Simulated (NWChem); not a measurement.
## Lowest excitation of C₂H₂F (+1)

```xyz
5

C      0.0000     0.0000    -1.2509
C      0.0000     0.0000     0.0175
F      0.0000     0.0000     1.2238
H      0.9580     0.0000    -1.8067
H     -0.9580     0.0000    -1.8067
```
Charge +1, spin multiplicity 1.

All runs are NWChem calculations. All single points use one geometry, from PBE0/def2-SVP, a minimum by its harmonic frequencies.

Basis set: aug-cc-pVDZ.

The correlated methods keep 3 core orbitals frozen. The spin multiplicity of the parent species was assumed, not shown to be that of its ground state. The structure started from a generated list of species. Coupled-cluster values serve here as a point of comparison, not as the truth.

Order these methods by the lowest vertical singlet excitation energy they give, lowest first: TD-PBE0, EOM-CCSD, CIS.

CIS (3.39 eV), TD-PBE0 (3.50 eV), EOM-CCSD (3.59 eV)
